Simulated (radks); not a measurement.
Values are calculated unless marked as measured or tabulated.
Charge is removed step by step from the 3s down level of Sc, starting from [Ne] 3s(up 1, down 1) 3p6 3d1 4s2. Code: a radial shooting solver on a logarithmic mesh with Libxc functionals. Model: non-relativistic Kohn-Sham, r2SCAN, spin-polarised, spherical densities, point nucleus; open shells are filled with parallel spins first; meta-GGA in the generalised Kohn-Sham scheme.

\begin{tabular}{lrrr}
removed (e) & E - E(0) (eV) & eigenvalue (eV) & E minus straight line (eV) \\ \hline
0 & 0.000 & -55.927 & 0.000 \\
0.25 & 14.345 & -58.874 & -1.189 \\
0.5 & 29.455 & -62.036 & -1.612 \\
0.75 & 45.375 & -65.342 & -1.225 \\
1 & 62.133 & -68.739 & 0.000 \\
\end{tabular}

Removing the whole electron costs 62.133 eV by Delta-SCF, against 55.927 eV from minus the eigenvalue at the starting occupation. Slater's transition state (half an electron removed) gives 62.036 eV. Integrating minus the eigenvalue over the occupation (Janak's theorem) gives 62.133 eV. The mean slope of the eigenvalue, de/dn, is 12.8 eV per electron.
